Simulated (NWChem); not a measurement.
System: CH4OPb, singlet; SMILES [PbH][O]C

```xyz
7

Pb     0.0194    -0.4380     0.0000
H     -1.8170    -0.0417     0.0000
O      0.5748     1.5902     0.0000
C     -0.2547     2.7035     0.0000
H     -0.0623     3.3375     0.8883
H     -0.0623     3.3375    -0.8883
H     -1.3355     2.4541     0.0000
```
Atoms are numbered in this order, from 1.

Level: PBE0/def2-SVP with def2 effective core potentials on Pb (NWChem), optimised geometry, unscaled harmonic frequencies. Low-valent species are run as closed-shell singlets; no triplet was tried in these runs. def2 effective core potentials on Pb; no spin-orbit coupling.

| frequency (cm⁻¹) | IR intensity (km/mol) |
|---|---|
| 121 | 3.8 |
| 221 | 5.3 |
| 261 | 29.8 |
| 479 | 82.6 |
| 563 | 25.8 |
| 1158 | 189.7 |
| 1168 | 2.1 |
| 1184 | 8.3 |
| 1460 | 65.6 |
| 1464 | 0.5 |
| 1468 | 4.8 |
| 1559 | 549.2 |
| 2969 | 132.1 |
| 3047 | 42.7 |
| 3052 | 54.2 |

```json
{
 "zero_point_energy": "28.8 kcal/mol",
 "thermal correction to the enthalpy at 298.15 K (with zero-point energy)": "32.6 kcal/mol",
 "heat capacity Cv": "14.8 cal/(mol K)",
 "entropy at 298.15 K and 1 atm (symmetry number 1)": "75.1 cal/(mol K)"
}
```

Rigid rotor and harmonic oscillator.
